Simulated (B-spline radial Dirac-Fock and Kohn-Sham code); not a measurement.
Kohn-Sham estimates against Dirac-Fock for the levels of Cs³⁵⁺

System: the Cs³⁵⁺ ion in the configuration 1s2 2s2 2p6 3s2 3p6 3d2.

The density-functional columns are spherical, spin-unpolarised Dirac-Kohn-Sham results without Breit or QED terms: −ε is minus the orbital energy of the initial state and ΔSCF the difference of two total energies. The reference in the last column comes from Dirac-Fock (average of configuration) total-energy differences with a finite nucleus, the Breit interaction including its frequency dependence, and self-energy and vacuum-polarisation corrections. All numbers are from an atomic code on a B-spline grid, in eV; a selection of levels is shown. The Kohn-Sham columns are given as differences from the reference. For the 1s level of heavy atoms much of the gap between ΔSCF and the reference is the Breit and QED part, -132.4 eV here; for other levels the error of the functional can be larger.

```
level  LDA −ε − DF  LDA ΔSCF − DF  Dirac-Fock
   1s       -291.3         +121.3     37831.4
   2s       -140.6          -43.2      7511.1
2p1/2       -108.7           +7.5      7165.5
2p3/2       -111.8           -2.2      6811.9
   3s        -62.1          -20.8      2731.8
3p1/2        -41.3           +2.0      2591.0
3p3/2        -42.0           -0.2      2508.8
   3d        -46.1           +1.5      2314.1
```

Values without a named source are computed, but for edge energies of neutral atoms, which are taken from tables.
